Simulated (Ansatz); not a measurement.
Ge(CN)2H2 (C2H2GeN2). Charge 0, multiplicity 1. Geometry r2SCAN-D4/def2-SVP, basis def2-TZVP, Ansatz.

Cartesian coordinates in Å:
```
Ge 0.5525 -0.2541 -0.0750
C -0.6639 0.2837 -1.4536
N -1.3730 0.6034 -2.3195
C -0.3041 0.1571 1.5883
N -0.7994 0.3959 2.6142
H 1.8250 0.5732 -0.1922
H 0.7630 -1.7592 -0.1623
```

```
run  HOMO (eV)  LUMO (eV)
  A     -13.01       0.99
  B     -12.42       0.77
  C     -13.19       2.22
  D      -8.83      -2.30
  E     -11.56      -0.21
  F      -9.75      -1.72
```

LC-ωPBE has ω = 0.4 bohr⁻¹. HSE06 is defined as in plane-wave codes, on full-range PBE exchange.

Task: The runs used CAM-B3LYP, HF, HSE06, LC-ωPBE, PBE, ωB97M-V. Estimate which is which.

Result: A LC-ωPBE (range-separated); B ωB97M-V (range-separated); C HF (100 % exact exchange); D PBE (0 % exact exchange); E CAM-B3LYP (range-separated); F HSE06 (range-separated). Exact exchange lowers occupied and raises empty levels; among semilocal functionals meta-GGAs tend to open the gap a little, and such runs are hard to tell apart. The gap grows from 6.53 eV (PBE) to 15.41 eV (HF).
